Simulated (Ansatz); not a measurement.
Geometry optimisation, RHF/def2-SVP in Ansatz 0.2.0.

Input:

```yaml
crystal:
  periodic: [false, false, false]
  atoms:
    - { symbol: Al, position_ang: [-0.435011, -0.444219, 0.656504] }
    - { symbol: O, position_ang: [1.736986, -0.167101, -1.623675] }
    - { symbol: O, position_ang: [0.421435, -1.096302, 1.952678] }
    - { symbol: O, position_ang: [-1.475032, -1.433823, -0.227996] }
    - { symbol: H, position_ang: [1.511722, 0.758376, -1.539395] }
    - { symbol: P, position_ang: [-0.406259, 1.772558, 0.042835] }
    - { symbol: H, position_ang: [1.42496, -0.426998, -2.478315] }
    - { symbol: H, position_ang: [1.144729, -0.825021, 2.487927] }
    - { symbol: H, position_ang: [-1.582835, -2.366748, -0.176017] }
    - { symbol: H, position_ang: [-1.743077, 1.857935, -0.400819] }
    - { symbol: H, position_ang: [-0.597616, 2.371342, 1.306272] }
basis:
  gaussian: { orbitals: def2-SVP }
hamiltonian:
  xc: hf
relax:
  f_tol: 0.03
  max_steps: 50
output:
  orbitals: {}
```

Run as:

```bash
$ ansatz run input.yaml --threads 2 --pin off --max-ram 3072MiB --backend cpu --events-out ev --progress --plain --runs-dir out
```

Task: Where does it end, and by what steps?

Result: The forces met the threshold. After 16 steps the energy has fallen by 0.701 eV; H7 moved furthest, 0.92 Å. Joined: Al1–O2.

```
step  energy less start (eV)  largest force component (eV/Å)  accepted
   0                  0.0000                           0.525       yes
   1                 -0.0113                           2.252       yes
   2                 -0.1897                           1.517       yes
   3                 -0.4203                           0.619       yes
   4                 -0.5657                           0.843       yes
   5                 -0.6192                           0.747       yes
   6                 -0.6425                           0.570       yes
   7                 -0.6608                           0.585       yes
   8                 -0.6781                           0.261       yes
   9                 -0.6895                           0.236       yes
  10                 -0.6939                           0.213       yes
  11                 -0.6960                           0.086       yes
  12                 -0.6984                           0.038       yes
  13                 -0.6981                           0.187        no
  14                 -0.6996                           0.037       yes
  15                 -0.7010                           0.054       yes
  16                 -0.7012                           0.023       yes
```

```xyz
11
Properties=species:S:1:pos:R:3
Al -0.028 -0.318 0.219
O 1.365 -0.341 -1.206
O 0.693 -0.946 1.627
O -0.947 -1.420 -0.733
H 1.566 0.468 -1.661
P -0.579 1.989 0.119
H 1.074 -0.992 -1.839
H 0.981 -0.527 2.416
H -1.569 -2.055 -0.425
H -1.978 1.855 -0.020
H -0.580 2.286 1.501
```

Time of the run: 26 s on 2 threads of Arm Neoverse V1, on a shared host, peak memory 0.21 GiB.
